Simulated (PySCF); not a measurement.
Mg(Et)(SeH) (C2H6MgSe), SMILES C[CH2][Mg][SeH]. Atoms are numbered in the order given.

```xyz
10

Mg    -0.1049    -0.6625    -0.1836
C     -0.7376    -2.4100    -1.1760
C     -1.6147    -2.1929    -2.4211
H     -1.2751    -3.0402    -0.4430
H      0.1638    -2.9906    -1.4481
H     -1.0969    -1.6034    -3.1976
H     -2.5479    -1.6532    -2.1842
H     -1.9150    -3.1444    -2.8979
Se     0.6083     1.3947     0.9422
H      1.3616     0.5809     1.9214
```
Charge 0, spin multiplicity 1.

Coordinates come from a B3LYP-D3(BJ)/def2-SVP optimisation. The structure was generated by enumeration; whether it is a known compound was not checked. Other conformers were not sampled.

Two levels are set side by side: PBE/pcSseg-1 (PySCF) and HF/pcSseg-1 (PySCF). GIAO shifts against Me2Se (⁷⁷Se), TMS (¹H), TMS (¹³C) at the same level; non-relativistic, no solvent, atoms listed together averaged. Differences are taken from unrounded values.

```tsv
quantity	HF
δ(¹³C) of C2 (ppm)	-4.2
δ(¹³C) of C3 (ppm)	15.4
δ(¹H) of H4, H5 (ppm)	0.12
δ(⁷⁷Se) of Se9 (ppm)	-575.7
δ(¹H) of H10 (ppm)	-0.75
```

Question: What does PBE give, and how far is it from HF? (Estimate from the structure and the level; the computed values follow.)

Answer: 
```json
[
 {"quantity": "δ(¹³C) of C2 (ppm)", "PBE": "5.1", "PBE minus HF": "9.3"},
 {"quantity": "δ(¹³C) of C3 (ppm)", "PBE": "17.5", "PBE minus HF": "2.1"},
 {"quantity": "δ(¹H) of H4, H5 (ppm)", "PBE": "0.67", "PBE minus HF": "0.55"},
 {"quantity": "δ(⁷⁷Se) of Se9 (ppm)", "PBE": "-704.7", "PBE minus HF": "-129.0"},
 {"quantity": "δ(¹H) of H10 (ppm)", "PBE": "-1.15", "PBE minus HF": "-0.40"}
]
```

Rough cost on one machine, each run with all the roots and properties that it gave: HF against PBE within a factor of 2.
